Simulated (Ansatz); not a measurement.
`N#[C][Ga]([Cl])[Cl]` and `C#[C][Ga]([Cl])[Cl]` differ in one atom or group.

Ansatz, PBE0-D4/def2-TZVP geometries, multiplicity 1. 

Scalar relativity is left out up to krypton.

```json
{"property": "LUMO energy (B3LYP/def2-TZVPP) / eV", "`N#[C][Ga]([Cl])[Cl]`": "-2.85"}
{"property": "size of the dipole moment (PBE/def2-TZVPP) / D", "`N#[C][Ga]([Cl])[Cl]`": "2.05"}
{"property": "ideal-gas entropy at 298 K and 1 bar (rigid rotor, harmonic PBE0-D4/def2-TZVP) / J/(mol·K)", "`N#[C][Ga]([Cl])[Cl]`": "351"}
{"property": "LUMO energy (PBE0/def2-TZVPP) / eV", "`N#[C][Ga]([Cl])[Cl]`": "-2.60"}
{"property": "HOMO energy (PBE/def2-TZVPP) / eV", "`N#[C][Ga]([Cl])[Cl]`": "-8.40"}
{"property": "LUMO energy (PBE/def2-TZVPP) / eV", "`N#[C][Ga]([Cl])[Cl]`": "-3.40"}
```

**Question.** Give the same properties after the change, and the shifts. (Estimate.)

**Answer.** Computed: 
```json
{"property": "LUMO energy (B3LYP/def2-TZVPP) / eV", "`C#[C][Ga]([Cl])[Cl]`": "-2.19", "shift": "0.66"}
{"property": "size of the dipole moment (PBE/def2-TZVPP) / D", "`C#[C][Ga]([Cl])[Cl]`": "2.14", "shift": "0.09"}
{"property": "ideal-gas entropy at 298 K and 1 bar (rigid rotor, harmonic PBE0-D4/def2-TZVP) / J/(mol·K)", "`C#[C][Ga]([Cl])[Cl]`": "355", "shift": "4"}
{"property": "LUMO energy (PBE0/def2-TZVPP) / eV", "`C#[C][Ga]([Cl])[Cl]`": "-1.96", "shift": "0.64"}
{"property": "HOMO energy (PBE/def2-TZVPP) / eV", "`C#[C][Ga]([Cl])[Cl]`": "-7.58", "shift": "0.82"}
{"property": "LUMO energy (PBE/def2-TZVPP) / eV", "`C#[C][Ga]([Cl])[Cl]`": "-2.75", "shift": "0.65"}
```

With PBE0 the HOMO rises by 0.99 eV and the LUMO rises by 0.64 eV, so the gap narrows by about 0.35 eV. PBE moves the HOMO by 0.82 eV and ωB97M-V by 1.00 eV. The zero-point energy changes by 28.2 kJ/mol with +3 modes. Dipoles are sizes alone; their direction can turn.

B3LYP here is the variant with VWN-RPA as its local correlation; programs differ in this.
